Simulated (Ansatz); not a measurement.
A made-up structure of BH4SeO (charge +1), singlet:

```tsv
atom	x (Å)	y (Å)	z (Å)
B1	-1.0632	0.2444	-0.5321
Se2	0.5798	-0.0238	-1.0678
O3	0.9024	-0.2307	0.7302
H4	-1.3851	0.3877	-1.5462
H5	-1.6585	0.2658	0.5976
H6	1.4697	0.5191	0.9783
H7	1.1549	-1.1625	0.8401
```

It is relaxed with PBE-D4/def2-SVP and then PBE0-D4/def2-TZVP (Ansatz 0.2.0). Atoms count as bonded within 1.22 times the sum of their covalent radii (H–H: 0.88 Å). The end point is not checked to be a true minimum.

(1) Does its bonding change? (Judge from chemistry; the calculation decides.)

Answers

(1) Computed: No: no bond forms or breaks.

Where it ends: The first stage lowers the energy by 1.98 eV in 13 steps. It ends as BH₄SeO ([BH2][Se][OH2]), total charge +1:
B1  (-1.292, 0.301, -0.692)
Se2  (0.524, -0.019, -0.997)
O3  (1.133, -0.286, 0.870)
H4  (-1.796, 0.483, -1.765)
H5  (-1.826, 0.317, 0.365)
H6  (1.773, 0.381, 1.173)
H7  (1.483, -1.176, 1.046)
(Å)

Labels in which every atom is bracketed show which atoms are joined, not bond orders.

For scale, one of the runs: PBE0-D4/def2-TZVP relaxation, 134 basis functions, launched by `ansatz run in.yaml --threads 2 --pin off --events-out ev --progress --plain --max-ram 4352MiB`. Hardware: 2 CPU threads of an AMD EPYC 7R43, shared host. Wall time about 40 s.
